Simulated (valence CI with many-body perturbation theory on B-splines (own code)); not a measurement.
Cr XX: electric-dipole lines

Level of theory: valence CI with perturbative core correlation (CI+MBPT): three valence electrons over a frozen Dirac-Fock core [He], a basis of 11 s, 11 p, 9 d, 7 f, 5 g, 2 h, 1 i functions for each j, with the one-electron correlation potential Σ1, the two-electron term Σ2, the three-electron term Σ3, Breit, model QED; selected CI, second order for the rest (own B-spline code, finite nucleus).

No measured levels were compared; by estimate levels of excited configurations hold to 0.05 to 0.15 % of their energy, terms of the ground configuration to about 0.5 %.

Lines 51 to 100 of 255 in falling wavelength, among levels below 72.200 Ry, chosen from the strongest by gf and those to the six lowest levels. Wavelengths and rates use the calculated energies, so an error of 600 cm⁻¹ moves a line at 17.12 nm by 0.1 % and its rate by three times that or more. Electric multipoles are in the length gauge, E1 and E2 with the static RPA response of the core. Weak lines are less certain than strong ones. Lines between different terms over intervals too small for the method are left out, as are lines whose strength nearly cancels. The highest levels of a list are the least certain.

Names give the largest LS component (configuration and term), which can be under half, so a name can repeat, a term be missing and a line seem to break the LS rules; names also repeat where a configuration has a term twice. Letters in brackets count levels of one name in rising energy.

```tsv
λ vac (nm)	Upper	Lower	A (s⁻¹)	S (a.u.)
17.12	2p²3s ⁴P_5/2	2s2p3s ⁴P°_5/2	8.23e+09	1.22e-01
16.99	2p³ ²D°_3/2	2s2p² ²D_3/2	6.68e+09	6.46e-02
16.80	2p³ ²D°_5/2	2s2p² ²D_5/2	1.05e+10	1.48e-01
16.64	2p²3s ²P_1/2	2s2p3s ²P°_1/2 [a]	1.34e+10	6.10e-02
16.46	2p³ ²D°_5/2	2s2p² ²D_3/2	2.27e+09	3.00e-02
16.22	2p²3p ⁴D°_7/2	2s2p3p ⁴D_5/2	3.50e+09	5.90e-02
15.92	2p²3s ⁴P_3/2	2s2p3s ⁴P°_1/2	6.97e+09	5.55e-02
15.61	2p²3s ⁴P_5/2	2s2p3s ⁴P°_3/2	5.21e+09	5.87e-02
15.60	2s2p² ²D_3/2	2s²2p ²P°_1/2	7.96e+09	5.96e-02
15.43	2p²3s ²D_3/2	2s2p3s ²P°_3/2 [a]	7.90e+09	5.73e-02
15.26	2s2p3d ²F°_7/2 [b]	2s²3d ²D_5/2	9.02e+09	1.26e-01
15.05	2s2p3d ²F°_5/2 [b]	2s²3d ²D_3/2	9.01e+09	9.10e-02
14.90	2p³ ⁴S°_3/2	2s2p² ⁴P_5/2	1.68e+10	1.09e-01
14.85	2s2p3p ²D_5/2 [b]	2s²3p ²P°_3/2	1.29e+10	1.25e-01
14.79	2s2p3d ²D°_3/2 [b]	2s²3d ²D_3/2	1.63e+10	1.04e-01
14.74	2s2p3d ²D°_5/2 [b]	2s²3d ²D_5/2	1.76e+10	1.67e-01
14.70	2s2p3p ²P_1/2 [b]	2s²3p ²P°_1/2	1.66e+10	5.21e-02
14.68	2s2p3p ²P_3/2 [b]	2s²3p ²P°_3/2	1.68e+10	1.05e-01
14.66	2s2p3s ²P°_1/2 [b]	2s²3s ²S_1/2	1.50e+10	4.66e-02
14.62	2s2p3p ²D_3/2	2s²3p ²P°_1/2	1.41e+10	8.70e-02
14.60	2s2p3s ²P°_3/2 [b]	2s²3s ²S_1/2	1.41e+10	8.64e-02
14.24	2s2p3d ²P°_3/2 [b]	2s²3d ²D_5/2	2.00e+10	1.14e-01
14.08	2p³ ⁴S°_3/2	2s2p² ⁴P_3/2	1.29e+10	7.10e-02
13.53	2p³ ²P°_1/2	2s2p² ²D_3/2	2.22e+10	5.44e-02
13.39	2p³ ⁴S°_3/2	2s2p² ⁴P_1/2	7.97e+09	3.77e-02
13.15	2s2p² ²P_1/2	2s²2p ²P°_1/2	3.13e+10	7.03e-02
13.13	2p³ ²P°_3/2	2s2p² ²D_5/2	1.18e+10	5.28e-02
13.07	2s2p² ²S_1/2	2s²2p ²P°_3/2	2.84e+10	6.26e-02
12.93	2p³ ²P°_3/2	2s2p² ²D_3/2	3.90e+09	1.66e-02
12.84	2s2p² ²P_3/2	2s²2p ²P°_3/2	3.66e+10	1.53e-01
12.23	2p³ ²D°_5/2	2s2p² ⁴P_5/2	9.87e+08	5.34e-03
11.93	2p³ ²D°_3/2	2s2p² ⁴P_3/2	9.98e+08	3.35e-03
11.79	2s2p² ²S_1/2	2s²2p ²P°_1/2	2.76e+09	4.46e-03
11.60	2s2p² ²P_3/2	2s²2p ²P°_1/2	5.59e+09	1.72e-02
1.594	2s²3p ²P°_1/2	2s2p² ²D_3/2	1.25e+11	4.99e-04
1.548	2p²3s ²D_3/2	2p³ ²P°_3/2	1.35e+12	9.91e-03
1.533	2s2p3s ²P°_1/2 [a]	2s2p² ²D_3/2	1.09e+12	3.87e-03
1.530	2p²3s ²P_1/2	2p³ ²D°_3/2	1.63e+12	5.77e-03
1.527	2p²3s ²P_3/2	2p³ ²D°_5/2	1.17e+12	8.24e-03
1.521	2s2p3s ²P°_3/2 [a]	2s2p² ²D_5/2	1.27e+12	8.84e-03
1.521	2s2p3s ²P°_3/2 [b]	2s2p² ²P_3/2	8.65e+11	6.01e-03
1.519	2s2p3s ²P°_3/2 [a]	2s2p² ²D_3/2	1.05e+11	7.29e-04
1.514	2p²3s ⁴P_3/2	2p³ ⁴S°_3/2	1.09e+12	7.50e-03
1.513	2s2p3d ²D°_5/2 [a]	2s2p² ²P_3/2	6.01e+11	6.16e-03
1.512	2p²3s ²D_5/2	2p³ ²D°_5/2	1.34e+12	1.37e-02
1.506	2p²3s ⁴P_5/2	2p³ ⁴S°_3/2	1.19e+12	1.20e-02
1.505	2p²3s ²D_3/2	2p³ ²D°_3/2	6.86e+11	4.62e-03
1.500	2s²3s ²S_1/2	2s²2p ²P°_3/2	1.30e+12	4.33e-03
1.499	2s2p3s ⁴P°_3/2	2s2p² ⁴P_5/2	9.93e+11	6.61e-03
1.499	2s2p3d ²F°_5/2 [a]	2s2p² ²P_3/2	4.94e+11	4.93e-03
```
